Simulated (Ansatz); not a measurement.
`[Br][Sn][Br]` + CH₃OH → `C[O][Sn][Br]` + HBr at 500 K and 1 bar (ligand exchange at the Sn–Br bond).

Calculated with Ansatz (gas phase, PBE0-D4/def2-TZVP geometries, no zero-point term in ΔE). CBS: MP2 limit from def2 TZ/QZ plus the TZ coupled-cluster correction, frozen cores. This one scheme is used for every species. Elements past krypton have def2 core potentials. For Br, Sn outer-core shells are correlated without core-valence functions, which leaves a few kJ/mol of doubt a bond. Scalar relativity is left out up to krypton. One conformer a species, not always the lowest.

```json
{"species": "`[Br][Sn][Br]`", "CCSD(T)/CBS energy (Eh)": "-5360.78051", "H − E (kJ/mol)": "29.5", "S (J/(mol·K))": "358.4"}
{"species": "CH₃OH", "CCSD(T)/CBS energy (Eh)": "-115.61712", "H − E (kJ/mol)": "157.0", "S (J/(mol·K))": "265.4"}
{"species": "`C[O][Sn][Br]`", "CCSD(T)/CBS energy (Eh)": "-2902.45238", "H − E (kJ/mol)": "147.4", "S (J/(mol·K))": "402.5"}
{"species": "HBr", "CCSD(T)/CBS energy (Eh)": "-2573.91920", "H − E (kJ/mol)": "30.5", "S (J/(mol·K))": "213.7"}
```

H − E and S are ideal-gas, rigid-rotor, harmonic terms from PBE0-D4/def2-TZVP, for one conformer and one mirror image of each species. 1 Eh = 2625.50 kJ/mol, R = 8.31446 J/(mol·K).

Task: By hand: ΔE, ΔH, ΔS and ΔG.

Result: ΔE = (-2902.45238) + (-2573.91920) − (-5360.78051) − (-115.61712) = 0.02605 Eh = 68.4 kJ/mol. Δ(H − E) = 147.4 + 30.5 − 29.5 − 157.0 = -8.6, so ΔH = 59.8 kJ/mol. ΔS = 402.5 + 213.7 − 358.4 − 265.4 = -7.6 J/(mol·K). ΔG = 59.8 − 500 × (-7.6)/1000 = 63.6 kJ/mol.

Task: By hand: the equilibrium constant, and the temperature at which ΔG would vanish if ΔH and ΔS stayed fixed.

Result: log₁₀ K = −ΔG/(RT ln 10) = -6.6. ΔH and −TΔS have one sign here, so there is no such temperature.

The number of gas molecules stays the same, so ΔS is small and ΔH decides. A doubt of 5 kJ/mol in ΔE shifts log₁₀ K by 0.5 here. Other conformers and mirror images would add mixing entropy, several J/(mol·K) or more a flexible species. These are equilibria of isolated gas molecules and say nothing of rates. Largest T1 diagnostic: 0.015 (customary marks: 0.02 for closed shells, 0.045 for open ones).

ΔS is within the doubt of such terms, so its sign, and with it that verdict, could turn.
